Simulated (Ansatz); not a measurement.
C₃H₁₀BNSi, SMILES `BN([SiH3])CC=C` from Hartree–Fock to CCSD(T)

```xyz
16

B    -2.008   -0.923    0.691
N    -0.884   -0.469   -0.002
Si   -1.029    0.573   -1.410
C     0.475   -0.803    0.435
C     1.248    0.409    0.844
C     2.385    0.792    0.282
H    -3.098   -0.616    0.303
H    -1.861   -1.612    1.662
H    -0.010    0.147   -2.406
H    -0.785    1.998   -1.072
H    -2.393    0.418   -1.962
H     0.391   -1.497    1.276
H     1.010   -1.320   -0.370
H     0.814    0.998    1.649
H     2.915    1.678    0.613
H     2.831    0.227   -0.532
```

The species carries charge 0 and has multiplicity 1. The geometry is a stationary point of PBE0-D4/def2-TZVP. It is one conformer, not always the lowest. Frozen core, restricted reference, the Gaussian-basis code of Ansatz. CBS rows extrapolate triple and quadruple zeta; past MP2 they add the triple-zeta difference.

```
     basis     HF (Eh)  MP2 corr.
  def2-SVP  -487.27316   -0.76431
def2-TZVPP  -487.59730   -0.93646
def2-QZVPP  -487.61590   -0.99770
```

Estimate the CCSD correlation energy and the (T) correction in each basis where they were run (hartree).


```tsv
basis	CCSD corr.	(T)
def2-SVP	-0.84001	-0.02757
def2-TZVPP	-0.99998	-0.04196
CBS(def2)	-1.10659	as TZ
```
